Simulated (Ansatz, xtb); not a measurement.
## FHNSi2+: which of two structures lies lower

Structure a: `F[SiH]=[N+]=[Si]`, a singlet. Structure b: a singlet given by its coordinates. Both are isolated ions in the gas phase, relaxed with PBE0-D3(BJ)/def2-SVP.

a (Å):

```
atom    x (Å)    y (Å)    z (Å)
   F   0.9381   1.1642  -0.9069
   N  -0.6157  -0.2203   0.9357
  Si   0.0681  -0.0958  -0.5246
  Si  -1.2827  -0.3076   2.4056
   H  -0.0196  -1.0680  -1.6182
```

b (Å):

```xyz
5

F    -1.1628   -1.1856    0.3143
N     0.7410   -0.0621   -0.3219
Si    0.5722   -1.7790   -0.0536
Si   -0.8323    0.6268   -0.0080
H     1.5875    0.4375   -0.6047
```

Close contacts (Å): F1–Si3 1.87, F1–Si4 1.87, N2–Si3 1.75, N2–Si4 1.75, N2–H5 1.02.

Problem. Which of the two would you expect CCSD(T)/def2-TZVPP electronic energies to favour?

Solution. Structure a; the calculation gives E(b) − E(a) = +0.171 eV.

Level by level:

```json
{"level": "PBE0-D3(BJ)/def2-SVP", "geometry": "PBE0-D3(BJ)/def2-SVP", "E(b) − E(a) (eV)": "−0.150", "departure from the last row (eV)": "−0.321", "job, with rough time for the two": "optimisation, 47 s"}
{"level": "HF/def2-TZVPP", "geometry": "PBE0-D3(BJ)/def2-SVP", "E(b) − E(a) (eV)": "+0.463", "departure from the last row (eV)": "+0.291", "job, with rough time for the two": "part of the CCSD(T) run"}
{"level": "MP2/def2-TZVPP", "geometry": "PBE0-D3(BJ)/def2-SVP", "E(b) − E(a) (eV)": "+0.335", "departure from the last row (eV)": "+0.164", "job, with rough time for the two": "part of the CCSD(T) run"}
{"level": "CCSD(T)/def2-TZVPP", "geometry": "PBE0-D3(BJ)/def2-SVP", "E(b) − E(a) (eV)": "+0.171", "departure from the last row (eV)": "", "job, with rough time for the two": "single point, 87 s"}
```

PBE0-D3(BJ)/def2-SVP puts the two in the other order. The largest departure from CCSD(T)/def2-TZVPP is that of PBE0-D3(BJ)/def2-SVP, 0.321 eV. Levels run at GFN2-xTB geometries aren't shown.

With harmonic frequencies from PBE0-D3(BJ)/def2-SVP (ideal gas, rigid rotor, one conformer each, 298.15 K, 1 atm): the zero-point term adds +0.059 eV; ΔH is +0.221 and ΔG +0.271 eV.

The correlated steps freeze 12 core orbitals. Run with Ansatz 0.2.0; the last row on 1 thread of AMD EPYC 7R43 64-Core Processor (Zen 3) on a shared host.
